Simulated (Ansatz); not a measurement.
The inner images of a band of F3H4HfNO (10 atoms, charge 0, multiplicity 1) are given out of order.

These are results of RKS PBE0-D4/def2-SVP in Ansatz 0.2.0, not measurements.

Initial state:

```xyz
10
Properties=species:S:1:pos:R:3
Hf -0.368 0.888 -0.018
N -0.656 -0.924 0.916
F -0.562 0.792 -1.942
F -2.013 1.806 0.346
F 0.911 2.028 0.847
H 1.225 -1.211 -0.412
O 1.551 -0.339 -0.691
H -0.280 -1.174 1.830
H -1.495 -1.485 0.771
H 1.687 -0.380 -1.647
```

Final state:

```xyz
10
Properties=species:S:1:pos:R:3
Hf -0.102 0.903 -0.438
N -0.275 -0.990 1.078
F -0.019 2.446 -1.585
F -2.002 0.547 -0.537
F 0.638 1.677 1.174
H 0.318 -1.752 0.746
O 1.054 -0.334 -1.403
H 0.027 -0.756 2.024
H -1.228 -1.348 1.138
H 1.589 -0.392 -2.196
```

Problem. Put them in order from the first end to the last, with their energies above the first end.
A.
```xyz
10
Properties=species:S:1:pos:R:3
Hf -0.097 0.945 -0.380
N -0.276 -1.008 1.039
F -0.104 2.199 -1.839
F -2.017 0.744 -0.191
F 0.793 1.886 1.046
H 0.449 -1.646 0.708
O 1.041 -0.405 -1.251
H -0.178 -0.911 2.050
H -1.180 -1.451 0.870
H 1.569 -0.353 -2.052
```
B.
```xyz
10
Properties=species:S:1:pos:R:3
Hf -0.249 0.981 -0.130
N -0.400 -0.992 0.810
F -0.513 1.261 -2.011
F -2.017 1.479 0.425
F 0.869 2.229 0.790
H 0.716 -1.113 -0.070
O 1.342 -0.446 -0.710
H -0.193 -1.089 1.805
H -1.242 -1.542 0.640
H 1.685 -0.768 -1.549
```
C.
```xyz
10
Properties=species:S:1:pos:R:3
Hf -0.092 0.970 -0.329
N -0.318 -1.033 0.966
F -0.326 1.858 -2.017
F -1.979 0.959 0.142
F 0.878 2.128 0.857
H 0.426 -1.603 0.560
O 1.150 -0.400 -1.065
H -0.217 -1.023 1.980
H -1.214 -1.479 0.764
H 1.691 -0.377 -1.858
```
D.
```xyz
10
Properties=species:S:1:pos:R:3
Hf -0.118 0.993 -0.268
N -0.366 -1.037 0.867
F -0.525 1.496 -2.071
F -1.931 1.243 0.395
F 0.889 2.271 0.745
H 0.435 -1.415 0.329
O 1.269 -0.352 -0.868
H -0.193 -1.096 1.869
H -1.221 -1.556 0.668
H 1.761 -0.546 -1.667
```
E.
```xyz
10
Properties=species:S:1:pos:R:3
Hf -0.334 0.938 -0.056
N -0.532 -0.945 0.843
F -0.540 1.027 -1.971
F -2.046 1.665 0.405
F 0.877 2.126 0.832
H 0.990 -1.137 -0.254
O 1.489 -0.399 -0.689
H -0.227 -1.116 1.801
H -1.360 -1.520 0.691
H 1.682 -0.638 -1.602
```

Solution. E (+0.030 eV), B (+0.143 eV), D (-0.619 eV), C (-0.856 eV), A (-1.007 eV).

The run took 2.1 min on 2 threads of AMD EPYC 9R45 96-Core Processor (Zen 5) (shared host), peak memory 0.32 GiB.
